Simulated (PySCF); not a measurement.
PySCF job for CH3Se, SMILES C[Se], multiplicity 2, ωB97X-D3(BJ)/def2-TZVP. Geometry: ωB97X-D3(BJ)/def2-TZVP. The isomer is the one that the SMILES or the coordinates give; other isomers of the formula were not compared.

```python
import numpy as np
from pyscf import gto, scf, dft, df
from pyscf.hessian import thermo

mol = gto.M(
    atom='''
    C    -1.50240358    0.00682245    0.00000000
    Se    0.42953517    0.00073708   -0.00000000
    H    -1.88689993    0.48720143    0.89801441
    H    -1.88689994    0.48720142   -0.89801442
    H    -1.81597425   -1.04039838    0.00000000
    ''',
    basis='def2-TZVP',
    charge=0,
    spin=1,
    max_memory=1600,
    verbose=3,
)
mf = dft.UKS(mol, xc='wb97x-d3bj').density_fit(auxbasis='def2-universal-jkfit')
mf.grids.level = 3
mf.conv_tol = 1e-11
mf.max_cycle = 100
mf.kernel()
fine, coarse = mf.grids, dft.Grids(mol).set(level=1).build(with_non0tab=True)
for _ in range(3):  # follow internal instabilities
    mf.grids = coarse
    mo, _, stable, _ = mf.stability(return_status=True, nroots=4)
    mf.grids = fine
    if stable:
        break
    mf.kernel(mf.make_rdm1(mo, mf.mo_occ))

# [left out here: the lines that compute and print the analytic Hessian (its translational invariance restored by hand, since the grid's response is missing), thermochemistry and intensities]
```

Program output:

```

WARN: HOMO -0.269226102234864 >= LUMO -0.269226102234864

converged SCF energy = -2441.39472337772  <S^2> = 0.75308121  2S+1 = 2.0030788
<class 'pyscf.df.df_jk.DFUKS'> wavefunction is stable in the internal stability analysis

WARN: DFTD3 does not support analytical Hessian, using finite difference


WARN: Mole.unit (angstrom) is changed to Bohr

Mode                                 0                   1                   2
Irrep
Freq [cm^-1]                      634.7252            638.0952            839.4654
Reduced mass [au]                   4.7595              1.2002              1.1731
Force const [Dyne/A]                1.1297              0.2879              0.4871
Char temp [K]                     913.2283            918.0770           1207.8039
Normal mode                   x     y     z       x     y     z       x     y     z
       0   C                -0.24 -0.01 -0.00    0.00 -0.00 -0.12    0.03 -0.10  0.00
       1  Se                 0.04  0.00  0.00   -0.00  0.00  0.01   -0.01  0.01 -0.00
       2   H                -0.17  0.04 -0.00    0.53 -0.12  0.20    0.35  0.23 -0.04
       3   H                -0.17  0.04  0.00   -0.53  0.12  0.20    0.35  0.23  0.04
       4   H                -0.30  0.01  0.00    0.00  0.00  0.39   -0.68  0.12 -0.00
Mode                                 3                   4                   5
Irrep
Freq [cm^-1]                     1324.6593           1398.4416           1479.1449
Reduced mass [au]                   1.1623              1.0261              1.0624
Force const [Dyne/A]                1.2016              1.1823              1.3695
Char temp [K]                    1905.8897           2012.0461           2128.1602
Normal mode                   x     y     z       x     y     z       x     y     z
       0   C                -0.11 -0.01 -0.00   -0.00 -0.00  0.04    0.02 -0.07  0.00
       1  Se                -0.00 -0.00  0.00    0.00 -0.00  0.00   -0.00 -0.00 -0.00
       2   H                 0.47  0.18  0.12    0.38  0.36 -0.03   -0.23  0.48 -0.38
       3   H                 0.47  0.18 -0.12   -0.38 -0.36 -0.03   -0.23  0.48  0.38
       4   H                 0.52 -0.19  0.00    0.00 -0.00 -0.65    0.24 -0.11 -0.00
Mode                                 6                   7                   8
Irrep
Freq [cm^-1]                     3072.2587           3156.2689           3172.1337
Reduced mass [au]                   1.0321              1.0988              1.1014
Force const [Dyne/A]                5.7395              6.4492              6.5300
Char temp [K]                    4420.2962           4541.1682           4563.9942
Normal mode                   x     y     z       x     y     z       x     y     z
       0   C                -0.04 -0.02  0.00    0.01 -0.09 -0.00    0.00 -0.00  0.09
       1  Se                -0.00 -0.00 -0.00   -0.00 -0.00  0.00   -0.00 -0.00  0.00
       2   H                 0.15 -0.22 -0.40   -0.17  0.21  0.42    0.23 -0.31 -0.54
       3   H                 0.15 -0.22  0.40   -0.16  0.20 -0.40   -0.24  0.32 -0.55
       4   H                 0.19  0.68  0.00    0.19  0.62 -0.00    0.00  0.01  0.04
temperature 298.1500 [K]
pressure 101325.00 [Pa]
Rotational constants [GHz] 158.13541 9.60103 9.59088
Symmetry number 1
Zero-point energy (ZPE) 0.03580 [Eh]   93997.728 [J/mol]
                           tot       elec      trans        rot        vib
Entropy [J/mol/K]       261.731      5.763    165.409     86.310      4.248
Cv [J/mol/K]             36.755      0.000     12.472     12.472     11.811
Cp [J/mol/K]             45.069      0.000     20.786     12.472     11.811
Internal energy [J/mol]                      3718.434   3718.434  94976.304
Internal energy [Eh]   -2441.35572  -2441.39472
Enthalpy [J/mol]                             6197.391   3718.434  94976.304
Enthalpy [Eh]          -2441.35477
Gibbs free energy [J/mol]                  -43119.357 -22015.016  93709.762
Gibbs free energy [Eh] -2441.38449
mode   freq/cm-1   IR/(km/mol)
   1      634.73         1.268
   2      638.10        34.010
   3      839.47         1.896
   4     1324.66         3.694
   5     1398.44        10.161
   6     1479.14        11.782
   7     3072.26         8.384
   8     3156.27         8.470
   9     3172.13         0.675
max |gradient| / (hartree/bohr): 1.724006383315899e-05
APT charges: [-0.0312 -0.0205  0.0094  0.0094  0.033 ]
```

Self-consistency was reached.
